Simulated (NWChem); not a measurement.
Molecule: GeBrCl, singlet; SMILES [Br][Ge][Cl]

```xyz
3

Ge     0.7897    -0.6161     0.0000
Cl    -0.9674    -1.9750     0.0000
Br    -0.2522     1.5226     0.0000
```
Atoms are numbered in this order, from 1.

Low-valent species are run as closed-shell singlets; no triplet was tried in these runs. Structure relaxed at the B3LYP/6-31G* (spherical d) level.

Symmetry labels are those of Cs in the frame above (b1 and b2, or b-type labels, depend on it).

Task: List the 6 lowest vertical singlet excitations from BHandHLYP/def2-SVPD, full TDDFT (NWChem).

Result: 
```
state  energy (eV)  oscillator strength  symmetry  leading excitation (squared amplitude)
-----  -----------  -------------------  --------  --------------------------------------
S1            3.71                0.015        a"                      HOMO → LUMO (1.00)
S2            4.35                0.001        a"                    HOMO−1 → LUMO (0.99)
S3            4.95                0.026        a'                    HOMO−2 → LUMO (0.92)
S4            5.67                0.006        a"                    HOMO−4 → LUMO (0.99)
S5            5.86                0.011        a'                    HOMO−3 → LUMO (0.73)
S6            6.32                0.116        a'                    HOMO → LUMO+1 (0.54)
```
